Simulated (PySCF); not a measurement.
Run record: excited-state job, `FP(F)[P]([GeH3])[GeH3]` ((GeH3)2PPF2).

Method: TDDFT CAM-B3LYP/def2-SVPD, vertical, gas phase, core orbitals frozen in the response (PySCF 2.14.0, density-fitted response routines). Geometry: GFN2-xTB. The command runs a driver script over a list of jobs; the input below is this job's line of settings and its coordinates in Å.

Command:
```bash
OMP_NUM_THREADS=1 python probes_run.py task.json out
```

Input:
```
{"job": {"kind": "uv", "xc": "CAM-B3LYP", "basis": "def2-SVPD", "nstates": 8, "ntriplets": 3}, "charge": 0, "multiplicity": 1}
F      2.439769    -1.326087     1.245908
P      0.825613    -1.289141     1.161863
F      0.689467    -2.845726     0.745220
P      0.645592    -0.429261    -0.827775
Ge    -1.655011    -0.548695    -0.612943
Ge     0.862885     1.670499     0.118785
H     -2.319642     0.298529    -1.656505
H     -2.200884    -0.115781     0.719893
H     -2.104795    -1.961000    -0.835241
H      0.071602     1.895292     1.377420
H      0.444668     2.728745    -0.857724
H      2.301935     1.921940     0.453950
```

Question: What does the run print?

Answer: 
```
coarse grid: 53088 points
cycle   1  E = -5039.2720388294  dE = -6.856e-01  |g| = 8.570e-01  |ddm| = 4.095e+00
cycle   2  E = -5039.2060213896  dE =  6.602e-02  |g| = 1.109e+00  |ddm| = 1.570e+00
cycle   3  E = -5039.3886850374  dE = -1.827e-01  |g| = 1.070e-01  |ddm| = 8.577e-01
cycle   4  E = -5039.3903075178  dE = -1.622e-03  |g| = 3.120e-02  |ddm| = 1.194e-01
cycle   5  E = -5039.3904707625  dE = -1.632e-04  |g| = 5.748e-03  |ddm| = 4.179e-02
cycle   6  E = -5039.3904828950  dE = -1.213e-05  |g| = 1.227e-03  |ddm| = 1.336e-02
cycle   7  E = -5039.3904839412  dE = -1.046e-06  |g| = 6.343e-04  |ddm| = 4.979e-03
final grid: 105368 points
cycle   8  E = -5039.3903929256  dE = -1.448e-07  |g| = 5.873e-04  |ddm| = 3.388e-03
cycle   9  E = -5039.3903929408  dE = -1.528e-08  |g| = 6.149e-04  |ddm| = 2.188e-03
cycle  10  E = -5039.3903930438  dE = -1.030e-07  |g| = 6.514e-05  |ddm| = 1.022e-03
cycle  11  E = -5039.3903930450  dE = -1.180e-09  |g| = 2.395e-05  |ddm| = 1.039e-04
cycle  12  E = -5039.3903930454  dE = -3.911e-10  |g| = 1.212e-05  |ddm| = 9.135e-05
converged SCF energy = -5039.3903930454

Static polarisability (au): isotropic 114.440, principal 96.818 121.202 125.302

Singlet excitations
state   eV       nm        f      main configurations
  1   4.8459    255.9   0.00427   H->L 0.95
  2   5.7856    214.3   0.11303   H->L+1 0.86
  3   5.9852    207.2   0.00090   H-1->L 0.89
  4   6.1052    203.1   0.02585   H->L+2 0.86
  5   6.3531    195.2   0.09477   H->L+3 0.83
  6   6.5711    188.7   0.00470   H-1->L+1 0.82
  7   6.8139    182.0   0.03225   H-2->L 0.44, H->L+4 0.29, H->L+5 0.15
  8   6.9046    179.6   0.00188   H-1->L+2 0.59, H-2->L+1 0.29

Triplet excitations (Tamm-Dancoff, eV): 4.0363 4.5349 5.4221
```

The SCF starts on a coarse grid where the log names one; the energy can jump when the final grid takes over, and dE then counts from the start density on the new grid. H and L stand for HOMO and LUMO; the number after each pair is its weight.

Question: Which computed singlet has the largest oscillator strength, and what do all of them sum to?

Answer: State 2 at 5.79 eV (214 nm), f = 0.113; the 8 states sum to 0.278.

Question: Give S1 in cm⁻¹ and kJ/mol.

Answer: 4.8459 eV × 8065.54 = 39085 cm⁻¹; × 96.485 = 467.6 kJ/mol.

In short: HOMO -8.71 eV, LUMO -0.28 eV; lowest singlet 4.85 eV; lowest triplet 4.04 eV (Tamm–Dancoff); mean polarisability 114.4 au.

 The CAM-B3LYP/def2-SVPD calculation is non-relativistic and has no spin–orbit coupling, an omission that weighs most on germanium.

Time: 62 s of wall time. Hardware: an x86-64 server with one thread (shared host).

One conformer stands for the species.
Labels such as C1 count atoms from 1, the log's own numbers from 0.
